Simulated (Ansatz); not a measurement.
Reaction (redistribution): `F[SiH2][SbH2]` + `C=NB(O)F` → `C=N[SiH2][SbH2]` + `OB(F)F`

Isolated molecules relaxed with PBE0-D4/def2-TZVP in Ansatz; ΔE leaves out vibrations. CCSD(T)/CBS is the MP2 limit (def2-TZVPP, def2-QZVPP) plus CCSD(T) − MP2 in def2-TZVPP, frozen cores. This one scheme is used for every species. Functionals use def2-TZVPP. def2 core potentials past Kr. For Sb outer-core shells are correlated without core-valence functions, which leaves a few kJ/mol of doubt a bond. Each species was taken in one conformer, which may not be the lowest.

```csv
level,ΔE (kJ/mol)
PBE,5.2
HF/def2-QZVPP,7.3
SCS-MP2/def2-QZVPP,2.2
MP2/CBS(def2),-0.5
```

Question: What does CCSD(T)/CBS give? (Estimate.)

Answer: The calculation gave: +1.2 kJ/mol. The listed levels differ from it by 4.0, 6.1, 1.0, -1.7 kJ/mol.

Largest T1 diagnostic among the species: 0.014.

In def2-TZVPP, CCSD(T) changes the Hartree–Fock value by −8.3 kJ/mol (the triples alone add −2.4 kJ/mol) and MP2 by −10.0 kJ/mol. The D4 term adds −6.2 kJ/mol with B3LYP and −3.5 kJ/mol with PBE0; it sums over pairs of atoms, weighted by their polarisabilities, and B3LYP, whose exchange is more repulsive, gets the larger term.

B3LYP here is the variant with VWN-RPA as its local correlation; programs differ in this.
